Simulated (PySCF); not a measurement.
**Polarisability and C₆ of Ca¹³⁺ (calcium, charge +13)**

[He] 2s2 2p3, high-spin 4S determinant. All numbers are calculated (PySCF 2.14, no relativity, point nucleus, in an uncontracted even-tempered set (18 s from 2.1 bohr⁻², ratio 2.2; 11 p from 2.7 bohr⁻², ratio 2.2; 6 d from 13 bohr⁻², ratio 2.4; 5 f from 19 bohr⁻², ratio 2.4; 5 g from 29 bohr⁻², ratio 2.4)). Coupled (time-dependent) response in atomic units; α is the mean over directions.

| method | mean α (bohr³) | C₆ (like pair) | S(−4) |
| --- | --- | --- | --- |
| UHF | 0.03280 | 0.003104 | 0.005330 |
| PBE0 | 0.03133 | 0.002990 | 0.004727 |

S(−4) is the Cauchy moment in α(ω) = α(0) + S(−4) ω² + …

α(iu) at UHF:

```json
{"u (hartree)": "0", "α(iu) (bohr³)": "0.03280"}
{"u (hartree)": "0.400", "α(iu) (bohr³)": "0.03198"}
{"u (hartree)": "0.800", "α(iu) (bohr³)": "0.02978"}
{"u (hartree)": "1.60", "α(iu) (bohr³)": "0.02382"}
{"u (hartree)": "2.40", "α(iu) (bohr³)": "0.01863"}
{"u (hartree)": "3.20", "α(iu) (bohr³)": "0.01502"}
{"u (hartree)": "4.00", "α(iu) (bohr³)": "0.01262"}
{"u (hartree)": "6.00", "α(iu) (bohr³)": "0.009429"}
{"u (hartree)": "8.00", "α(iu) (bohr³)": "0.007914"}
{"u (hartree)": "12.0", "α(iu) (bohr³)": "0.006340"}
{"u (hartree)": "20.0", "α(iu) (bohr³)": "0.004569"}
```

For an ion, C₆ is the dispersion term alone; charge-induced terms of lower order in 1/R come first.
